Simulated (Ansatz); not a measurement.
C4H8BF can be A, `C=CCB(C)F`, or B, `CC(C)=CBF`.

Calculated with Ansatz (gas phase, PBE0-D4/def2-TZVP geometries, no zero-point term in ΔE). CBS: MP2 limit from def2 TZ/QZ plus the TZ coupled-cluster correction, frozen cores. DFT in def2-TZVPP. B3LYP here is the variant with VWN-RPA as its local correlation; programs differ in this. One conformer a species, not always the lowest.

Which is lower in electronic energy at CCSD(T)/CBS, and by how much? (An estimate is asked.)

The calculation gave: A, by 4.0 kcal/mol.

Give E(B) − E(A) in kcal/mol with B2PLYP, r2SCAN-D4, HF/def2-TZVPP, ωB97M-V, PBE-D4, B3LYP-D4, CCSD/def2-TZVPP. (Best estimate.)

The calculation gave: B2PLYP 3.3, r2SCAN-D4 3.7, HF/def2-TZVPP 3.4, ωB97M-V 4.3, PBE-D4 3.3, B3LYP-D4 3.2, CCSD/def2-TZVPP 4.2. None reverses the order clearly.

Largest T1 diagnostic: 0.012.
